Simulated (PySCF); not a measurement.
These are PySCF with B3LYP-D3(BJ)/def2-TZVP // BP86-D3(BJ)/def2-SVP values and carry that method's errors. Isolated molecules, 0 K electronic values unless said otherwise. One relaxed conformer stands for a flexible species; it need not be the lowest. B3LYP has the VWN-RPA correlation part, as in Gaussian. 

Reference species: [Hf(H)4] (neutral, multiplicity 1).

```json
{
  "charge on the central atom (Mulliken)": "0.82 e",
  "HOMO": "-8.27 eV",
  "LUMO": "-2.36 eV"
}
```

Changed species: [Hf(H)2(SH)2] (2 of 4 H replaced by SH; the reference has 0 of 4 H replaced by SH).

**Question.** Predict the effect on the charge on the central atom (Mulliken), HOMO and LUMO.

**Answer.** the charge on the central atom (Mulliken) rises by 0.04 e, to 0.86 e; the HOMO rises by 0.44 eV, to -7.83 eV; the LUMO rises by 0.02 eV, to -2.34 eV.
